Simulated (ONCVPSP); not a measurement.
**Before and after: ONCV potential for Sc (Z = 21)**

ONCVPSP 4.0.1 input, shortened (lines: element, Z, core and valence counts, functional; n l f; lmax; l rc ep ncon nbas qcut; lloc lpopt rc5 dvloc0; l nproj debl; icmod fcfact rcfact), LDA (Perdew-Wang 92), scalar-relativistic:

```
  Sc 21.00    3    2  -001012      upf
    1    0    2.00
    2    0    2.00
    2    1    6.00
    3    0    2.00
    3    1    6.00
    2
    0    1.75    0.00    5    9    5.20
    1    1.45    0.00    4    8   11.50
    2    1.80    0.14    5    9    6.10
    4    2    1.30    0.00
    0    2    3.60
    1    3    2.10
    2    2    1.50
    3    2.00    1.10
```

In the s channel the program set the typed energies aside and used -3.168, 0.050 Ha. In the p channel the program set the typed energies aside and used -2.375, 0.250, 2.350 Ha. In the d channel the program set the typed energies aside and used -1.196, 0.304 Ha.

Change: core [Ar], valence charge 3; reference 3d1 4s1; waves now 4s: rc 3.00 bohr, ncon 3, nbas 7, qcut 2.5 1/bohr, 2 projectors, debl 0.8 Ha; p scattering state at 0.16 Ha: rc 3.15 bohr, ncon 3, nbas 6, qcut 2.9 1/bohr, 2 projectors, debl 1.8 Ha; 3d: rc 2.50 bohr, ncon 4, nbas 8, qcut 6.3 1/bohr, 2 projectors, debl 2.9 Ha; local potential polynomial inside 2.15 bohr (lpopt 3, dvloc0 -1 Ha). In the p channel the program set the typed energies aside and used 0.050, 1.850 Ha.

Cutoffs: the cutoffs (Ha) at which the residual kinetic energy of the hardest occupied pseudo-wave falls to 1 and 0.1 mHa per electron; they do not see the model core or the augmentation charge, which bear on the density cutoff. Errors are all-electron minus pseudo energies relative to the spin-unpolarised reference configuration.

Question: What does the change do?

Answer: The potential gets softer (17 Ha and 63 Ha → 15 Ha and 17 Ha); the lowest positive-energy flag moves from none to s at 16.8 eV; the number of tests with a reliable result goes from 3 to 4; neither file shows a bound ghost. The shells moved into the core no longer need plane waves of their own. Several settings change at once here, so the effects cannot be laid on one of them.

| quantity | base | changed |
| --- | --- | --- |
| cutoff, loose | 17 Ha | 15 Ha |
| cutoff, tight | 63 Ha | 17 Ha |
| bound ghosts | none | none |
| GHOST(+) flags under 300 eV | none | s at 16.8 eV, p at 73.8 eV |
| tests with a reliable result | 3 of 4 | 4 of 4 |
| rms error of d²Exc/dni dnj with the model core, mHa | 3.18 | 32.78 |

Base: The cutoffs count occupied waves only; projector 1 of the d channel, the hardest unoccupied one, needs 79 Ha at the loose tolerance.
